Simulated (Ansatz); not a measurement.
ZrF2Cl2 (ZrCl₂F₂), relaxed as a singlet with RKS r2SCAN-D4/def2-SVP in Ansatz, starting from the GFN2-xTB geometry. Force threshold 0.02 eV/Å.

In the def2 sets Zr takes a core potential; there is no spin–orbit coupling.

Start:

```xyz
5

Zr   -0.093   -0.150   -0.070
F    -0.359   -0.294   -1.881
F    -0.719   -1.449    1.066
Cl   -0.944    1.821    0.598
Cl    2.115    0.073    0.287
```

(1) Estimate the energy that the relaxation releases and the steps that it takes.

(2) Does the start keep its bonding and symmetry?

(3) Predict the relaxed structure.

Results:

(1) 8.3 kcal/mol, in 5 steps; 13 s on 4 threads of Arm Neoverse V1 on a shared host. No frequencies were taken in this run, so the end may be a saddle point.

(2) By distances, no bond broke or formed. The bond that changes most is Zr1–Cl5, from 2.25 to 2.34 Å (atoms count from 1). Point group C2v at the start, C2v at the end, both within 0.05 Å.

(3) 
```csv
atom,x (Å),y (Å),z (Å)
Zr1,-0.044,-0.071,-0.033
F2,-0.412,-0.391,-1.859
F3,-0.759,-1.501,0.975
Cl4,-1.059,1.934,0.628
Cl5,2.274,0.029,0.289
```
Bond lengths: 2 × F–Zr 1.89 Å; 2 × Cl–Zr 2.34 Å.
